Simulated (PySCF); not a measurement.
Zn(StBu)2, C₈H₁₈S₂Zn (singlet state).
Bonds: Zn1–S2, Zn1–S16, S2–C3, C3–C4, C3–C5, C3–C6, S16–C17, C17–C18, C17–C19, C17–C20. Hydrogens: H7, H8, H9 on C4; H10, H11, H12 on C5; H13, H14, H15 on C6; H21, H22, H23 on C18; H24, H25, H26 on C19; H27, H28, H29 on C20.

Computed with PySCF 2.14.0, PBE0-D3(BJ)/def2-SVP geometry optimisation, gas phase.

(1) What internal coordinates does the optimisation give?

Results:

(1) 
| bond | length (Å) |
| --- | --- |
| Zn1–S2, Zn1–S16 | 2.175 |
| S2–C3, S16–C17 | 1.866 |
| C3–C4 and 5 like bonds | 1.526 |
| C4–H7 and 17 like bonds | 1.102 |

Bonds in one row agree within 0.01 Å and their mean is given. A selection of angles:
| angle | degrees |
| --- | --- |
| S2–Zn1–S16 | 175.6 |
| Zn1–S2–C3 | 97.1 |
| S2–C3–C4 | 110.2 |
| S2–C3–C5 | 105.5 |
| C4–C3–C5 | 110.3 |
| C3–C4–H7 | 110.4 |
| C3–C4–H8 | 111.5 |
| H7–C4–H8 | 107.3 |
| H7–C4–H9 | 108.5 |

Torsions: Zn1–S2–C3–C4 61° (synclinal); Zn1–S16–C17–C18 60° (synclinal). The mirror-image conformer, all signs reversed, is as good.

Of the pairs four or more bonds apart, H8···H13 is among the closest relative to their van der Waals radii: 2.51 Å, 105 % of the sum of Bondi's values. All 6 C–C bonds measure 1.525 to 1.527 Å. Zn1 (zinc bonded to 2 S) is almost linear (angle 175.6°).

Point group: C2 (every atom within 0.08 Å of its image). Not checked by PBE0-D3(BJ)/def2-SVP frequencies.
